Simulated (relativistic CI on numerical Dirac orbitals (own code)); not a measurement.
Forbidden transitions in Dy XIX

Method of calculation: Dirac-Coulomb-Breit CI, KLI orbitals optimised for each configuration, a model potential for QED, unscaled Slater integrals (own radial code, finite nucleus).

Configuration list (outside the closed core [Ar] 3d10 4s2): 4p⁶4d¹⁰4f², 4p⁶4d¹⁰4f5s, 4p⁶4d¹⁰5s², 4p⁶4d¹⁰4f5p, 4p⁶4d¹⁰5s5p, 4p⁶4d⁹4f³, 4p⁶4d¹⁰5p², 4p⁶4d¹⁰5s5d, 4p⁶4d¹⁰4f5d, 4p⁶4d¹⁰5p5d, 4p⁶4d⁹4f5s², 4p⁶4d¹⁰4f5f, 4p⁵4d¹⁰4f³, 4p⁶4d¹⁰5d², 4p⁶4d⁹4f²5s, 4p⁶4d¹⁰4f6s. Levels of other configurations are missing.

| λ vac (Å) | Lower | Upper | Type | A (s⁻¹) | E lower (cm⁻¹) | E upper (cm⁻¹) |
| --- | --- | --- | --- | --- | --- | --- |
| 79.466 | 4p⁶4d¹⁰4f² ³H6 [4] | 4p⁶4d⁹4f³ ³K°8 [133] | M2 | 8.81e+02 | 18232 | 1276637 |
| 79.744 | 4p⁶4d¹⁰4f² ³H6 [4] | 4p⁶4d⁹4f³ ³K°8 [126] | M2 | 6.89e+02 | 18232 | 1272245 |
| 80.728 | 4p⁶4d¹⁰4f² ³H6 [4] | 4p⁶4d⁹4f³ ⁵K°8 [100] | M2 | 2.02e+03 | 18232 | 1256956 |
| 81.578 | 4p⁶4d¹⁰4f² ³H6 [4] | 4p⁶4d⁹4f³ ⁵I°8 [88] | M2 | 1.98e+03 | 18232 | 1244048 |
| 81.882 | 4p⁶4d¹⁰4f² ¹I6 [10] | 4p⁶4d⁹4f³ ³K°8 [133] | M2 | 4.64e+02 | 55360 | 1276637 |
| 82.177 | 4p⁶4d¹⁰4f² ¹I6 [10] | 4p⁶4d⁹4f³ ³K°8 [126] | M2 | 4.82e+02 | 55360 | 1272245 |
| 82.311 | 4p⁶4d¹⁰4f² ³H6 [4] | 4p⁶4d⁹4f³ ⁵L°8 [73] | M2 | 8.34e+01 | 18232 | 1233136 |
| 179.82 | 4p⁶4d¹⁰4f² ¹D2 [8] | 4p⁶4d¹⁰5s² ¹S0 [22] | E2 | 1.75e+01 | 45230 | 601338 |
| 1270.5 | 4p⁶4d¹⁰4f² ¹D2 [8] | 4p⁶4d¹⁰4f² ¹S0 [13] | E2 | 3.80e+01 | 45230 | 123939 |
| 1480.8 | 4p⁶4d¹⁰4f² ³P1 [11] | 4p⁶4d¹⁰4f² ¹S0 [13] | M1 | 3.99e+02 | 56410 | 123939 |
| 2096.5 | 4p⁶4d⁹4f³ ⁵L°9 [76] | 4p⁶4d⁹4f³ ³N°10 [146] | M1 | 2.82e+00 | 1234566 | 1282263 |
| 2128.1 | 4p⁶4d⁹4f³ ⁵L°10 [79] | 4p⁶4d⁹4f³ ³L°9 [148] | M1 | 1.25e+01 | 1236483 | 1283472 |
| 2171.5 | 4p⁶4d¹⁰4f² ³H5 [2] | 4p⁶4d¹⁰4f² ¹I6 [10] | M1 | 2.43e+01 | 9310 | 55360 |
| 2326.8 | 4p⁶4d¹⁰4f² ³F3 [5] | 4p⁶4d¹⁰4f² ³P2 [12] | M1 | 1.28e+01 | 19308 | 62285 |
| 2653.9 | 4p⁶4d⁹4f³ ⁵L°9 [76] | 4p⁶4d⁹4f³ ³K°8 [126] | M1 | 5.86e+01 | 1234566 | 1272245 |
| 2693.3 | 4p⁶4d¹⁰4f² ³H6 [4] | 4p⁶4d¹⁰4f² ¹I6 [10] | M1 | 1.79e+01 | 18232 | 55360 |
| 3011.4 | 4p⁶4d⁹4f³ ⁵L°8 [73] | 4p⁶4d⁹4f³ ³M°9 [117] | M1 | 2.16e+01 | 1233136 | 1266343 |
| 3087.5 | 4p⁶4d¹⁰4f² ³F2 [3] | 4p⁶4d¹⁰4f² ¹D2 [8] | M1 | 3.40e+01 | 12841 | 45230 |
| 3146.9 | 4p⁶4d⁹4f³ ⁵L°9 [76] | 4p⁶4d⁹4f³ ³M°9 [117] | M1 | 1.67e+01 | 1234566 | 1266343 |
| 3193.4 | 4p⁶4d¹⁰4f² ³H4 [1] | 4p⁶4d¹⁰4f² ³F4 [7] | M1 | 3.86e+00 | 0 | 31315 |
| 3291.8 | 4p⁶4d⁹4f³ ⁵L°9 [76] | 4p⁶4d⁹4f³ ³M°10 [115] | M1 | 1.65e+01 | 1234566 | 1264944 |
| 3513.5 | 4p⁶4d⁹4f³ ⁵L°10 [79] | 4p⁶4d⁹4f³ ³M°10 [115] | M1 | 3.22e+01 | 1236483 | 1264944 |
| 3771.3 | 4p⁶4d⁹4f³ ⁵K°8 [100] | 4p⁶4d⁹4f³ ³L°9 [148] | M1 | 5.28e+00 | 1256956 | 1283472 |
| 3857.8 | 4p⁶4d¹⁰4f² ³F3 [5] | 4p⁶4d¹⁰4f² ¹D2 [8] | M1 | 3.09e+01 | 19308 | 45230 |
| 4544.4 | 4p⁶4d¹⁰4f² ³H5 [2] | 4p⁶4d¹⁰4f² ³F4 [7] | M1 | 6.17e+00 | 9310 | 31315 |
| 4889.7 | 4p⁶4d⁹4f³ ⁵H°7 [68] | 4p⁶4d⁹4f³ ⁵I°8 [88] | M1 | 5.33e+01 | 1223596 | 1244048 |
| 5120.6 | 4p⁶4d¹⁰4f² ³H4 [1] | 4p⁶4d¹⁰4f² ³F4 [6] | M1 | 1.11e+01 | 0 | 19529 |
| 5173.4 | 4p⁶4d⁹4f³ ⁵L°8 [73] | 4p⁶4d⁹4f³ ⁵K°9 [95] | M1 | 2.59e+00 | 1233136 | 1252465 |
| 5586.7 | 4p⁶4d⁹4f³ ⁵L°9 [76] | 4p⁶4d⁹4f³ ⁵K°9 [95] | M1 | 1.33e+01 | 1234566 | 1252465 |
| 5774.0 | 4p⁶4d⁹4f³ ³M°10 [115] | 4p⁶4d⁹4f³ ³N°10 [146] | M1 | 2.02e+01 | 1264944 | 1282263 |
| 5838.1 | 4p⁶4d⁹4f³ ³M°9 [117] | 4p⁶4d⁹4f³ ³L°9 [148] | M1 | 1.25e+01 | 1266343 | 1283472 |
| 5863.4 | 4p⁶4d¹⁰4f² ¹D2 [8] | 4p⁶4d¹⁰4f² ³P2 [12] | M1 | 3.06e+01 | 45230 | 62285 |
| 6256.8 | 4p⁶4d⁹4f³ ⁵L°10 [79] | 4p⁶4d⁹4f³ ⁵K°9 [95] | M1 | 1.29e+01 | 1236483 | 1252465 |
| 6281.4 | 4p⁶4d⁹4f³ ³M°9 [117] | 4p⁶4d⁹4f³ ³N°10 [146] | M1 | 7.57e+00 | 1266343 | 1282263 |
| 7155.6 | 4p⁶4d⁹4f³ ³M°10 [115] | 4p⁶4d⁹4f³ ³N°11 [139] | M1 | 7.33e+00 | 1264944 | 1278919 |
| 8328.7 | 4p⁶4d¹⁰4f² ³F3 [5] | 4p⁶4d¹⁰4f² ³F4 [7] | M1 | 1.77e+01 | 19308 | 31315 |
| 8484.7 | 4p⁶4d¹⁰4f² ³F4 [6] | 4p⁶4d¹⁰4f² ³F4 [7] | M1 | 1.50e+01 | 19529 | 31315 |
| 8944.6 | 4p⁶4d¹⁰4f² ¹D2 [8] | 4p⁶4d¹⁰4f² ³P1 [11] | M1 | 5.55e+00 | 45230 | 56410 |
| 9785.7 | 4p⁶4d¹⁰4f² ³H5 [2] | 4p⁶4d¹⁰4f² ³F4 [6] | M1 | 1.65e+00 | 9310 | 19529 |
| 10482.9 | 4p⁶4d⁹4f³ ⁵H°7 [68] | 4p⁶4d⁹4f³ ⁵L°8 [73] | M1 | 2.67e+00 | 1223596 | 1233136 |
| 10741.3 | 4p⁶4d¹⁰4f² ³H4 [1] | 4p⁶4d¹⁰4f² ³H5 [2] | M1 | 1.99e+01 | 0 | 9310 |
| 11208.5 | 4p⁶4d¹⁰4f² ³H5 [2] | 4p⁶4d¹⁰4f² ³H6 [4] | M1 | 1.58e+01 | 9310 | 18232 |
| 11879.8 | 4p⁶4d⁹4f³ ⁵I°8 [88] | 4p⁶4d⁹4f³ ⁵K°9 [95] | M1 | 9.30e+00 | 1244048 | 1252465 |
| 15463.7 | 4p⁶4d¹⁰4f² ³F2 [3] | 4p⁶4d¹⁰4f² ³F3 [5] | M1 | 6.56e+00 | 12841 | 19308 |
| 17021.3 | 4p⁶4d¹⁰4f² ³P1 [11] | 4p⁶4d¹⁰4f² ³P2 [12] | M1 | 2.25e+00 | 56410 | 62285 |

Terms are leading LS components. Brackets give the number of a level in order of energy, since labels repeat. The list gives strong lines, with weight on those to low levels, among the lowest 200 of 976 levels, so that lines to higher ones, which can be the strongest, are missing. Levels whose partners in the same complex of configurations lie outside the list can be far off, and so can their lines. Rates are taken at the computed energies, electric ones in the length gauge.

At this charge transitions that keep the count of f electrons are usually good to a few per cent. Terms inside the open d or f shell come out 10 to 20 % too wide with unscaled integrals. Levels that differ in their count of f electrons can be misplaced by several ten thousand cm⁻¹, since the correlation energy of f electrons is missing or only estimated; rates across such gaps can be off by orders of magnitude.

LS names give the leading component of a level, which can be under half, so a name can repeat, a term be missing and a line seem to break the LS rules.
